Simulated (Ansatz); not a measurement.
Reaction (formal exchange of groups at a Ge–C bond): `[GeH3]/[CH]=[N]/[InH2]` + `[OH][GaH2]` → `[OH][GaH][GeH3]` + `C=[N][InH2]`

Gas-phase electronic energies from Ansatz, PBE0-D4/def2-TZVP geometries. CBS: MP2 limit from def2 TZ/QZ plus the TZ coupled-cluster correction, frozen cores. Functionals use def2-TZVPP. def2 core potentials past Kr. For Ga, Ge, In outer-core shells are correlated without core-valence functions, which leaves a few kJ/mol of doubt a bond. Scalar relativity is left out up to krypton. One conformer a species, not always the lowest.

```csv
level,ΔE (kJ/mol)
r2SCAN0-D4,-60.2
MP2/def2-SVP,-52.3
```

(1) What does CCSD(T)/CBS give? (Estimate.)

Largest T1 diagnostic among the species: 0.015.

## Answers

(1) The calculation gave: -57.4 kJ/mol. The listed levels differ from it by -2.8, 5.1 kJ/mol.

Leaving LDA and LC-ωPBE aside and taking each functional with its dispersion term where it has one, the values, not all of them listed here, spread over 12.1 kJ/mol, from HSE06-D4 to B97M-V. LDA lies +4.4 kJ/mol from PBE without D4.

CCSD(T)/CBS has its own doubt, a few kJ/mol and more with outer-core shells, so smaller differences from it don't rank the levels.
